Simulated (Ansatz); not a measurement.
Consider the cleavage of the B–Al bond: `[BH2][AlH][O][SiH3]` + `[SiH3]N[SiH3]` → `BN([SiH3])[SiH3]` + `[AlH2][O][SiH3]`.

Calculated with Ansatz (gas phase, PBE0-D4/def2-TZVP geometries, no zero-point term in ΔE). CCSD(T)/CBS adds triple-zeta CCSD(T) − MP2 to the extrapolated MP2 energy (def2 sets, frozen cores). This one scheme is used for every species. Functionals use def2-TZVPP. Each species was taken in one conformer, which may not be the lowest.

`[BH2][AlH][O][SiH3]`:

```xyz
10

B     0.248    2.398   -0.796
Al   -1.060    0.826   -0.231
O    -0.373   -0.649    0.228
Si    0.440   -1.991    0.637
H     0.621    2.558   -1.925
H     0.672    3.203   -0.013
H    -2.645    0.913   -0.200
H     0.096   -3.101   -0.292
H     1.909   -1.755    0.568
H     0.093   -2.400    2.024
```

`[SiH3]N[SiH3]`:

```xyz
10

Si   -0.080    1.210   -0.984
N    -0.599   -0.179   -0.100
Si    0.292   -1.151    1.013
H     1.390    1.316   -0.818
H    -0.714    2.467   -0.497
H    -0.418    1.078   -2.427
H    -1.574   -0.424   -0.208
H     1.714   -0.739    0.922
H     0.162   -2.596    0.680
H    -0.173   -0.982    2.419
```

`BN([SiH3])[SiH3]`:

```xyz
12

B     0.093   -1.067    1.277
N     0.019   -0.144    0.216
Si    0.241    1.578    0.452
Si   -0.308   -0.786   -1.385
H     0.314   -0.694    2.395
H    -0.068   -2.236    1.045
H    -0.976    2.308    0.010
H     0.496    1.829    1.889
H     1.386    2.056   -0.365
H    -1.619   -1.478   -1.410
H     0.761   -1.729   -1.795
H    -0.339    0.363   -2.329
```

`[AlH2][O][SiH3]`:

```xyz
8

Al   -1.318   -0.310   -1.289
O    -0.121   -0.036   -0.141
Si    1.012    0.237    0.989
H    -1.317   -1.698   -2.042
H    -2.371    0.837   -1.550
H     2.203    0.875    0.366
H     1.430   -1.043    1.622
H     0.482    1.139    2.046
```

CCSD(T)/CBS gives -37.7 kcal/mol.

(1) Another level gave -36.1 kcal/mol. Which?
A. PBE0/def2-TZVPP
B. PBE-D4/def2-TZVPP
C. B97M-V/def2-TZVPP
D. CCSD(T)/def2-TZVPP

Largest T1 diagnostic among the species: 0.013.

Results:

(1) A. PBE0 -36.1, PBE-D4 -37.1, CCSD(T)/def2-TZVPP -38.1, B97M-V -39.4 kcal/mol.

In def2-TZVPP, CCSD(T) changes the Hartree–Fock value by −2.2 kcal/mol (the triples alone add −0.8 kcal/mol) and MP2 by −4.3 kcal/mol. At CCSD(T), def2-SVP lies −3.5 kcal/mol from the extrapolated value and def2-TZVPP −0.4 kcal/mol. Leaving LDA and LC-ωPBE aside and taking each functional with its dispersion term where it has one, the values, not all of them listed here, spread over 2.5 kcal/mol, from B97M-V to HSE06-D4. LDA lies −4.0 kcal/mol from PBE without D4.
